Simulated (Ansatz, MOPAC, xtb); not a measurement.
Ligands exchanged one at a time, Al I-H. All species are isolated molecules in the gas phase. Strings in code marks are SMILES.

Quantity: redistribution energy (mixed species minus the weighted end members), in kJ/mol. Semi-empirical values (MOPAC) are differences of heats of formation.

Level 1: frozen-core MP2/def2-TZVPP // B3LYP-D3(BJ)/def2-TZVP (Ansatz, an electronic-structure program)
Level 2: GFN2-xTB (xtb)
Level 3: PM3 // B3LYP-D3(BJ)/def2-TZVP (MOPAC)
Level 4: PM6 // B3LYP-D3(BJ)/def2-TZVP (MOPAC)

```csv
species,level 1,level 2,level 3,level 4
1 of 3 I replaced by H: `[AlH]([I])[I]`,-3.66,-25.22,29.93,2.89
2 of 3 I replaced by H: `[AlH2][I]`,-3.76,-22.73,12.65,1.84
```
